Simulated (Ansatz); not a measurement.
HHfI₃O (`[OH][Hf]([I])([I])[I]`) from Hartree–Fock to CCSD(T)

Cartesian coordinates in Å:
```
O -0.765 1.067 -0.779
Hf 0.174 -0.242 0.177
I -0.888 -0.447 2.652
I -0.046 -2.599 -1.123
I 2.769 0.488 0.339
H -1.243 1.733 -1.265
```

Charge 0, multiplicity 1. Correlated methods include outer-core shells of Hf, I, which these sets cover unevenly. Hf, I takes the def2 core potential. All single points use the PBE0-D4/def2-TZVP geometry. It is one conformer, not always the lowest. Frozen core, restricted reference, Ansatz 0.2.0.

```
     basis      HF (Eh)  MP2 corr.  CCSD corr.       (T)  CCSD(T) total
  def2-SVP  -1013.10485   -0.76625    -0.77712  -0.02617    -1013.90814
def2-TZVPP  -1013.25180   -2.05043           –         –              –
def2-QZVPP  -1013.25931   -2.62977           –         –              –
```
